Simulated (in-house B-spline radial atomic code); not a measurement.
Whole-atom quantities along the 32-electron series, configuration 1s2 2s2 2p6 3s2 3p6 3d10 4s2 4p1/2(2). Breit and QED terms are first order and not part of the total energy; the density at the nucleus is averaged over the nuclear charge. Computed with a B-spline radial code for spherical atoms: Dirac-Hartree-Fock, jj configuration that fills j = l - 1/2 first, finite nuclei.

| ion | Z | E/Z² (Eh) | Σ<r²> (bohr²) | n(0)/Z³ (bohr⁻³) | Lamb diamagnetic shielding (ppm) | repulsion over attraction | Breit energy (eV) | self-energy (eV) | vacuum polarisation (eV) |
| --- | --- | --- | --- | --- | --- | --- | --- | --- | --- |
| Pd14+ | 46 | -2.3516 | 6.2452 | 1.3189 | 4502.18 | 0.12767 | 89.083 | 67.782 | -8.1389 |
| Ag15+ | 47 | ? | ? | ? | ? | ? | ? | ? | ? |
| Cd16+ | 48 | ? | ? | ? | ? | ? | ? | ? | ? |
| In17+ | 49 | -2.4026 | 5.0481 | 1.4299 | 4878.51 | 0.12105 | 110.36 | 84.687 | -10.648 |
| Sn18+ | 50 | -2.4188 | 4.7263 | 1.4697 | 5005.43 | 0.11896 | 118.18 | 90.959 | -11.611 |
| Sb19+ | 51 | -2.4346 | 4.4347 | 1.5117 | 5133.14 | 0.11692 | 126.37 | 97.571 | -12.644 |

(1) Fill in the row of Ag15+.

(2) Fill in the row of Cd16+.

(3) With what power of Z does the column «Breit energy (eV)» change over this range?

## Answers

(1) E/Z² (Eh): -2.369; Σ<r²> (bohr²): 5.8015; n(0)/Z³ (bohr⁻³): 1.355; Lamb diamagnetic shielding (ppm): 4626.92; repulsion over attraction: 0.12541; Breit energy (eV): 95.827; self-energy (eV): 73.11; vacuum polarisation (eV): -8.9159.

(2) E/Z² (Eh): -2.386; Σ<r²> (bohr²): 5.4047; n(0)/Z³ (bohr⁻³): 1.3905; Lamb diamagnetic shielding (ppm): 4752.35; repulsion over attraction: 0.1232; Breit energy (eV): 102.92; self-energy (eV): 78.741; vacuum polarisation (eV): -9.751.

(3) A fit of the logarithm of its size against log Z from Z = 46 to 51 has slope 3.39.
